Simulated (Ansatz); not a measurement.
Geometry optimisation, Ansatz 0.2.0, RKS PBE0-D4/def2-SVP.

Input:

```yaml
crystal:
  periodic: [false, false, false]
  atoms:
    - { symbol: Hf, position_ang: [0.0, 0.0, 0.0] }
    - { symbol: Cl, position_ang: [0.0, 0.0, 2.87] }
    - { symbol: Cl, position_ang: [2.3764, 0.0, -0.8392] }
    - { symbol: O, position_ang: [-0.975, 1.6891, -0.6893] }
    - { symbol: H, position_ang: [-1.9328, 1.4584, -0.9117] }
    - { symbol: Cl, position_ang: [-1.1869, -2.0563, -0.8392] }
    - { symbol: F, position_ang: [1.19, -1.8071, 0.7189] }
    - { symbol: H, position_ang: [0.8686, -1.319, 1.9315] }
basis:
  gaussian: { orbitals: def2-SVP }
hamiltonian:
  xc: pbe0
  dispersion: d4
relax:
  f_tol: 0.15
  max_steps: 25
  restrain:
    - { distance: [0, 6], at: 3.18, k: 30.0 }
    - { distance: [7, 1], at: 2.57, k: 30.0 }
    - { distance: [0, 1], at: 2.52, k: 30.0 }
    - { distance: [7, 6], at: 0.92, k: 30.0 }
```

Command:

```bash
$ ansatz run input.yaml --threads 4 --pin off --max-ram 5120MiB --backend cpu --events-out ev --progress --plain --runs-dir out
```

Where does it end, and by what steps?

It converged. The restraints hold the end off the free minimum; the threshold counts their pulls, which the force column leaves out. Restrained pairs: Hf1–F7 (2.28 → 3.17 Å), Cl2–H8 (1.84 → 2.57 Å), Hf1–Cl2 (2.87 → 2.48 Å), F7–H8 (1.35 → 0.92 Å). After 10 steps the energy has fallen by 2.886 eV (the restraints' own energy left out); F7 moved furthest, 0.85 Å.

```
step  energy less start (eV)  largest force component (eV/Å)  accepted
   0                  0.0000                           3.848       yes
   1                 -0.5795                           4.273       yes
   2                 -1.1490                           4.439       yes
   3                 -1.9281                           3.080       yes
   4                 -2.5391                           2.120       yes
   5                 -2.6894                           1.540       yes
   6                 -2.7953                           1.226       yes
   7                 -2.8608                           1.470       yes
   8                 -2.7801                           1.735        no
   9                 -2.8768                           1.206       yes
  10                 -2.8858                           1.306       yes
```

```xyz
8
Properties=species:S:1:pos:R:3
Hf -0.123 0.022 -0.071
Cl -0.141 0.152 2.407
Cl 1.978 0.383 -1.037
O -1.191 1.457 -0.642
H -1.834 2.073 -1.000
Cl -1.181 -1.879 -0.930
F 1.524 -2.290 1.339
H 1.308 -1.954 2.174
```

The run took 35 s on 4 threads of Arm Neoverse V1, with other jobs on the host, peak memory 0.33 GiB.
